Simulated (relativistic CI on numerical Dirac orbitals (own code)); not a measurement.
## Slater and spin-orbit integrals, Ru³⁶⁺

Computed by Dirac-Coulomb-Breit CI, separate exchange-only KLI orbitals for each configuration, model QED (radiative potential, 1s self-energy scaled to tabulated hydrogen-like ionisation energies), unscaled Slater integrals (own radial code, finite nucleus).

Slater integrals F^k, G^k are unscaled and averaged over j, outside the closed core 1s2; ζ comes from projecting the Hamiltonian with its Breit term on Σ l·s of the shell.

- 2s2 2p4: F^2(2p,2p) = 784510, ζ(2p) = 742130 cm⁻¹; <r>(2p) = 0.1212, <r^2>(2p) = 0.01781 (bohr units).
- 2s 2p5: G^1(2s,2p) = 838530, ζ(2p) = 738220 cm⁻¹; <r>(2s) = 0.1403, <r^2>(2s) = 0.02313, <r>(2p) = 0.1215, <r^2>(2p) = 0.01789 (bohr units).
- 2p5 3s: ζ(2p) = 749290, G^1(2p,3s) = 81883 cm⁻¹; <r>(2p) = 0.1208, <r^2>(2p) = 0.01769, <r>(3s) = 0.3313, <r^2>(3s) = 0.1249 (bohr units).

Averages of the first 10 configurations, taken without configuration mixing, which lowers the lowest level and can move excited configurations by several eV; other configurations of the list can lie among them:

```json
{"Configuration": "2s2 2p4", "Parity": "even", "States": "15", "Average energy above the lowest level (eV)": "97.7"}
{"Configuration": "2s 2p5", "Parity": "odd", "States": "12", "Average energy above the lowest level (eV)": "396.8"}
{"Configuration": "2p6", "Parity": "even", "States": "1", "Average energy above the lowest level (eV)": "729.7"}
{"Configuration": "2p5 3s", "Parity": "odd", "States": "12", "Average energy above the lowest level (eV)": "3573.7"}
{"Configuration": "2p5 3p", "Parity": "even", "States": "36", "Average energy above the lowest level (eV)": "3654.6"}
{"Configuration": "2p5 3d", "Parity": "odd", "States": "60", "Average energy above the lowest level (eV)": "3740.8"}
{"Configuration": "2s2 2p3 3s", "Parity": "odd", "States": "40", "Average energy above the lowest level (eV)": "2985.6"}
{"Configuration": "2s2 2p3 3p", "Parity": "even", "States": "120", "Average energy above the lowest level (eV)": "3071.8"}
{"Configuration": "2s2 2p3 3d", "Parity": "odd", "States": "200", "Average energy above the lowest level (eV)": "3158.4"}
{"Configuration": "2s 2p4 3s", "Parity": "even", "States": "60", "Average energy above the lowest level (eV)": "3262.6"}
```
